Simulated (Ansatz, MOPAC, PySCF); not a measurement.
Bond stretch in AlH (anion, charge -1), lowest doublet found (which spin is the ground state isn't settled by this scan).

- UKS-LDA (SVWN5)/6-31G* = unrestricted LDA (SVWN5)/6-31G*, spherical d (PySCF)
- UKS-B3LYP/6-31G* = unrestricted B3LYP/6-31G*, spherical d (PySCF)
- PM6, unrestricted, heats of formation (MOPAC)
- FCI = Ansatz (an electronic-structure program) with full CI/aug-cc-pVTZ, frozen core

Energies relative to the lowest point of each curve between 1.38 and 2.04 Å, where full CI is lowest, in kcal/mol; the last columns give the difference from FCI:

| R / Å | UKS-LDA (SVWN5)/6-31G* | UKS-B3LYP/6-31G* | PM6 | FCI | UKS-LDA (SVWN5)/6-31G* − FCI | UKS-B3LYP/6-31G* − FCI | PM6 − FCI |
|---|---|---|---|---|---|---|---|
| 1.10 | 92.7 | 91.2 | 115.3 | 87.6 | 5.1 | 3.7 | 27.8 |
| 1.19 | 57.8 | 56.5 | 71.0 | 53.4 | 4.5 | 3.1 | 17.7 |
| 1.27 | 36.5 | 35.3 | 42.8 | 32.7 | 3.8 | 2.5 | 10.1 |
| 1.31 | 28.4 | 27.3 | 32.0 | 25.0 | 3.4 | 2.3 | 7.0 |
| 1.38 | 17.6 | 16.7 | 17.6 | 14.9 | 2.7 | 1.8 | 2.8 |
| 1.44 | 11.0 | 10.2 | 9.2 | 8.8 | 2.2 | 1.4 | 0.4 |
| 1.48 | 7.7 | 7.0 | 5.2 | 5.9 | 1.8 | 1.2 | -0.6 |
| 1.53 | 4.6 | 4.1 | 1.9 | 3.2 | 1.4 | 0.9 | -1.3 |
| 1.58 | 2.4 | 2.0 | 0.2 | 1.4 | 1.0 | 0.6 | -1.3 |
| 1.66 | 0.5 | 0.3 | 0.0 | 0.1 | 0.4 | 0.2 | -0.1 |
| 1.71 | 0.0 | 0.0 | 1.2 | 0.0 | 0.0 | 0.0 | 1.2 |
| 1.80 | 0.3 | 0.5 | 5.3 | 0.8 | -0.6 | -0.3 | 4.5 |
| 1.91 | 2.0 | 2.4 | 12.6 | 3.1 | -1.1 | -0.7 | 9.5 |
| 2.04 | 5.1 | 5.7 | 22.9 | 6.7 | -1.5 | -0.9 | 16.2 |
| 2.21 | 10.2 | 11.0 | 35.7 | 12.0 | -1.8 | -1.0 | 23.7 |
| 2.41 | 16.7 | 17.5 | 45.1 | 18.3 | -1.5 | -0.8 | 26.8 |
| 2.67 | 25.0 | 25.6 | 50.9 | 25.7 | -0.7 | 0.0 | 25.2 |
| 2.99 | 33.9 | 34.3 | 53.3 | 33.1 | 0.8 | 1.2 | 20.2 |
| 3.38 | 42.3 | 42.1 | 54.0 | 40.0 | 2.2 | 2.1 | 14.0 |
| 3.82 | 48.4 | 49.0 | 54.1 | 45.6 | 2.8 | 3.4 | 8.5 |
| 4.38 | 52.6 | 53.1 | 54.2 | 50.4 | 2.2 | 2.7 | 3.8 |
| 5.18 | 55.4 | 56.1 | 54.2 | 54.5 | 0.8 | 1.6 | -0.3 |

UKS-LDA (SVWN5)/6-31G* is furthest from FCI at 1.10 (5.1 kcal/mol, above); its mean absolute difference over the points is 1.9 kcal/mol.

UKS-B3LYP/6-31G* is furthest from FCI at 1.10 (3.7 kcal/mol, above); its mean absolute difference over the points is 1.5 kcal/mol.

PM6 is furthest from FCI at 1.10 (27.8 kcal/mol, above); its mean absolute difference over the points is 10.1 kcal/mol.

The unrestricted determinant behind UKS-LDA (SVWN5)/6-31G* is spin-contaminated at 3.82 to 5.18 Å (<S²> up to 1.3, against 0.75 for a pure doublet). Where the anion isn't bound against loss of the electron, the finite basis alone holds it. The unrestricted determinant behind UKS-B3LYP/6-31G* is spin-contaminated at 3.38 to 5.18 Å (<S²> up to 1.3, against 0.75 for a pure doublet).
